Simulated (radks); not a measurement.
Spherical jellium clusters: N electrons in a uniform positive sphere of charge N and radius rs N^(1/3), rs = 4.46 bohr. Method: non-relativistic Kohn-Sham, LDA (Slater exchange, Perdew-Wang correlation), spin-polarised, spherical densities; computed with a radial shooting solver with Libxc functionals. Levels are named by radial order and angular momentum (1s, 1p, 1d, 2s, ...), and open shells are averaged over m.

N = 23, configuration 1s2 1p6 1d10 2s2 1f(up 3, down 0). This is the lowest configuration that the search found. Occupied and some empty levels:

level    occupation  eigenvalue (eV)  <r> (bohr)
1s up             1          -4.5372       8.113
1s down           1          -4.4319       7.873
1p up             3          -4.0047       9.317
1p down           3          -3.8648       9.212
1d up             5          -3.2885       10.18
1d down           5          -3.1316       10.15
2s up             1          -2.7900       8.014
2s down           1          -2.7190       8.145
1f up             3          -2.4254       10.93
1f down           0          -2.2632       10.95
2p up             0          -1.7879       9.809
2p down           0          -1.7126       9.872
1g up             0          -1.4495       11.69
1g down           0          -1.2919       11.77
2d up             0         -0.85747       12.09
2d down           0         -0.78203       12.24

Energy (eV): total -42.8330, kinetic 33.087, external -1349.3, Hartree 669.31, exchange-correlation -76.838, background 680.95.
